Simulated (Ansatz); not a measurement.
Cartesian coordinates in Å:
```
C 0.962 0.345 1.268
B -0.301 0.237 0.318
C -0.778 -1.179 -0.205
S 0.372 1.317 -1.475
Cl -1.683 1.378 0.764
H 1.270 1.373 1.475
H 0.699 -0.106 2.232
H 1.826 -0.209 0.888
H -1.174 -1.738 0.651
H -1.582 -1.131 -0.944
H 0.041 -1.776 -0.619
H 1.077 0.379 -2.135
H -0.728 1.110 -2.217
```

Total charge 0; spin multiplicity 1.

Problem. List the PBE0/def2-TZVPP orbital energies in eV (Ansatz). (Estimate.)

Solution. Ansatz gave: Occupied: -2766.29, -2424.13, -277.22, -277.17, -258.15, -219.46, -196.43, -196.31, -196.29, -185.11, -163.29, -163.22, -163.11, -22.69, -21.88, -19.55, -18.85, -13.77, -13.30, -11.98, -11.59, -11.38, -10.89, -10.40, -9.34, -9.27, -9.06, -7.96, -7.70. Lowest empty: -0.37, -0.17, 0.77, 1.76, 2.37, 2.59, 2.97, 3.22.
